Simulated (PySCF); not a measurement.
Sb(OMe)(SiH3)2 (CH₉OSbSi₂), SMILES [Sb]([O]C)([SiH3])[SiH3].

Coordinates come from a r2SCAN-D4/def2-SVP optimisation. The def2 effective core potentials stand for the cores of Sb; spin–orbit coupling is left out. Other conformers were not sampled.

Method: IEF-PCM-PBE0/def2-SVP (PySCF).

The values are the electrostatic part of the solvation free energy, E(continuum) − E(gas) at the gas-phase geometry, in a cavity of scaled van der Waals radii (PySCF's table); cavitation and dispersion terms are not included. A continuum can't describe solvent molecules that bind to the metal. In vacuum the orbital gap is 5.18 eV. The dipole moment in vacuum is 1.20 D.

```tsv
solvent	ε	ΔG(elec) (kcal/mol)	dipole (D)	gap (eV)
water	78.36	-2.7	1.89	5.26
diethylether	4.24	-1.7	1.59	5.23
n-hexane	1.88	-0.9	1.37	5.20
```
